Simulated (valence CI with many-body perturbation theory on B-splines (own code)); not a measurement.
The numbers below are computed, except where a source is named.
**Te21+: what the settings do**

Level of theory: relativistic CI+MBPT: three valence electrons over a frozen Dirac-Fock core [Ar] 3d10, a basis of 6 s, 6 p, 5 d, 3 f, 1 g functions for each j, with the one-electron correlation potential Σ1, the two-electron term Σ2, the three-electron term Σ3, Breit, model QED; selected CI, second order for the rest, scaled by the run's own slope (own B-spline code, finite nucleus).

No measured spectrum was set against this ion. As an estimate, levels hold to about 250 cm⁻¹ or 0.2 % of their energy and the worst to 1 %, as in measured heavy ions of charge 2 to 7; those with d or f electrons hold less well.

The reference run has the lowest level (4s^2 4p1/2) J=1/2 and an ionisation energy of 634.257 eV. Its largest variational space holds 3036 state functions.

Levels are named by their leading jj configuration (3d3/2^4 stands for four electrons in 3d with j = 3/2), which in mixed levels can hold well under half, so a name can repeat and another be missing. Letters in brackets count levels of one name in rising energy.

Changed runs:
A. size limit of the variational space 10000 → 3000; second order for the rest on → off
B. correlating orbitals by l 3 3 3 2 1 → 4 4 3 0 0; scale of Σ1 1 → 0.9
C. box radius (bohr) 5.2095 → 8.43; factor on the speed of light 1 → 10; QED terms on → off
D. closed core [Ar] 3d10 → [Ar] 3d10 4s1 (bad on purpose)

Excitation energies of the reference run in cm⁻¹, and shifts in cm⁻¹:

| Level | Reference | A | B | C |
| --- | --- | --- | --- | --- |
| (4s^2 4p3/2) J=3/2 | 111801 | 0 | -89 | -110779 |
| (4s 4p1/2^2) J=1/2 | 363450 | 0 | -216 | -66476 |
| (4s 4p1/2 4p3/2) J=3/2 [a] | 434488 | 0 | -444 | -137165 |
| (4s 4p1/2 4p3/2) J=5/2 | 465709 | +0.1 | -265 | -167813 |
| (4s 4p1/2 4p3/2) J=3/2 [b] | 520414 | +0.2 | +115 | -151416 |
| (4s 4p1/2 4p3/2) J=1/2 | 553052 | +0.2 | +350 |  |
| (4s 4p3/2^2) J=5/2 | 575128 | +0.2 | -183 | -206111 |
| (4s 4p3/2^2) J=1/2 | 664735 | +0.2 | +425 |  |
| (4s 4p3/2^2) J=3/2 | 672621 | +0.6 | +241 | -218397 |
| (4s^2 4d3/2) J=3/2 | 795182 | +1.0 | +804 | -125068 |
| (4s^2 4d5/2) J=5/2 | 814913 | +1.1 | +761 | -144595 |
| (4p1/2^2 4p3/2) J=3/2 | 911866 | +0.2 | -82 |  |
| Ionisation energy (eV) | 634.257 | 0 | -0.190 | -15.871 |

A blank means that the level has no clear partner in that run.

Run D: It gave no result: the perturbation theory needs a core of closed shells. The program said: "the core must hold closed shells only".
